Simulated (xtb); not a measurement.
O (SMILES [O+]), charge +1, quartet. Base run: GFN0-xTB run with xtb.

Geometry (Å):
```xyz
1

O      0.0000     0.0000     0.0000
```
Charge +1, spin multiplicity 4.
All else is at xtb's defaults.
Base energy -0.86598 Eh.

Variants of this job, named by their change:

```tsv
change	ΔE vs base (mEh)
base	0.000
etemp = 3000	0.000
etemp = 10000	-2.358
```
